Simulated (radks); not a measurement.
The numbers below are computed, except where a source is named.
Excited configurations of neutral tellurium: one electron is placed in a higher orbital outside [Kr] 4d10 5s2 5p3. The ground configuration is [Kr] 4d10 5s2 5p4. Code: a radial shooting solver on a logarithmic mesh with Libxc functionals. Model: Dirac Kohn-Sham, PBE, spin-unpolarised, spherical densities, finite nucleus; open shells are shared between the two j in proportion to 2j + 1; Fermi nuclear charge, rms radius 4.7423 fm. Excitation = E - E(ground); binding = E(ion) - E, where the ion is the core of charge +1; n* = 1/sqrt(2 binding) in atomic units, and the quantum defect is n - n*. Eigenvalue and <r> are those of j = l + 1/2.

| outer orbital | excitation (eV) | binding (eV) | n* | quantum defect | eigenvalue (eV) |
|---|---|---|---|---|---|
| 5f | 9.114 | 0.636 | 4.625 | 0.375 | -0.366 |
| 6s | 6.323 | 3.427 | 1.993 | 4.007 | -1.893 |
| 6p | 7.462 | 2.288 | 2.439 | 3.561 | -1.205 |
| 6d | 8.522 | 1.228 | 3.329 | 2.671 | -0.657 |
| 6f | 9.289 | 0.461 | 5.432 | 0.568 | -0.287 |
| 7p | 8.495 | 1.255 | 3.293 | 3.707 | -0.739 |
| 7d | 8.970 | 0.779 | 4.178 | 2.822 | -0.472 |

The Delta-SCF ionisation energy is 9.750 eV (NIST Atomic Spectra Database: 9.010 eV, measured). Self-interaction in the functional shifts the binding energies and quantum defects, so they are the method's values and not measured ones. Spin polarisation and multiplet splitting are left out, so open shells lie too high by an amount that depends on their filling. Sharing an open shell by 2j + 1 raises it above the true ground level by a part of the spin-orbit splitting, which enters the differences from NIST.

Beside tabulated values, note that spin-unpolarised runs miss the spin-polarisation part of the exchange energy of open shells.
